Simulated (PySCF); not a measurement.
Molecule: trifluoro(trifluoromethyl)germane, CF6Ge, charge 0, multiplicity 1. 
Structure (B3LYP-D3(BJ)/def2-TZVP (Ansatz) minimum search):
```xyz
8

F     -1.8075     0.6170     1.0845
C     -1.3318    -0.0555     0.0281
F     -1.7470    -1.3263     0.1136
F     -1.8477     0.4841    -1.0843
Ge     0.6780     0.0283    -0.0143
F      1.2247     1.6478    -0.1237
F      1.3018    -0.8277    -1.3604
F      1.3530    -0.6584     1.4023
```
Charge 0, spin multiplicity 1.

Dispersion corrections to the total energy (kcal/mol) from the dftd3 and dftd4 libraries through PySCF: D3(BJ) without and D4 with the three-body term, each with the damping fitted for the functional named.

```csv
functional,D3(BJ),D4
B2PLYP,-2.81,?
PW6B95,-1.78,-3.77
HSE06,-2.23,-3.38
TPSSh,-3.81,?
PBE,?,-4.30
BLYP,-7.07,-9.44
CAM-B3LYP,-2.67,-3.68
```

Question: Some entries are withheld; supply them.

Answer: 
- B2PLYP, D4: -3.00
- TPSSh, D4: -5.26
- PBE, D3(BJ): -3.21
